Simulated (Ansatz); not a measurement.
Start from `[Cl][In]([Cl])[GeH3]` and change one atom or group to get `[F][In]([Cl])[GeH3]`.

Ansatz, PBE0-D4/def2-TZVP geometries, multiplicity 1. 

Elements past krypton have def2 core potentials. Scalar relativity is left out up to krypton.

| property | `[Cl][In]([Cl])[GeH3]` |
| --- | --- |
| HOMO energy (PBE/def2-TZVPP) / eV | -7.11 |
| LUMO energy (PBE/def2-TZVPP) / eV | -2.74 |
| size of the dipole moment (ωB97M-V/def2-TZVPP) / D | 3.81 |
| HOMO energy (B3LYP/def2-TZVPP) / eV | -8.02 |
| HOMO–LUMO gap (B3LYP/def2-TZVPP) / eV | 5.72 |
| LUMO energy (PBE0/def2-TZVPP) / eV | -2.07 |

What does the change do to each property? (Best estimate.)

Computed: 
```json
{"property": "HOMO energy (PBE/def2-TZVPP) / eV", "`[F][In]([Cl])[GeH3]`": "-7.26", "shift": "-0.15"}
{"property": "LUMO energy (PBE/def2-TZVPP) / eV", "`[F][In]([Cl])[GeH3]`": "-2.71", "shift": "0.03"}
{"property": "size of the dipole moment (ωB97M-V/def2-TZVPP) / D", "`[F][In]([Cl])[GeH3]`": "4.29", "shift": "0.48"}
{"property": "HOMO energy (B3LYP/def2-TZVPP) / eV", "`[F][In]([Cl])[GeH3]`": "-8.25", "shift": "-0.23"}
{"property": "HOMO–LUMO gap (B3LYP/def2-TZVPP) / eV", "`[F][In]([Cl])[GeH3]`": "6.04", "shift": "0.32"}
{"property": "LUMO energy (PBE0/def2-TZVPP) / eV", "`[F][In]([Cl])[GeH3]`": "-1.96", "shift": "0.11"}
```

With PBE0 the HOMO falls by 0.22 eV and the LUMO rises by 0.11 eV, so the gap widens by about 0.33 eV. PBE moves the HOMO by -0.15 eV and ωB97M-V by -0.26 eV. Dipoles are sizes alone; their direction can turn.

B3LYP here is the variant with VWN-RPA as its local correlation; programs differ in this.
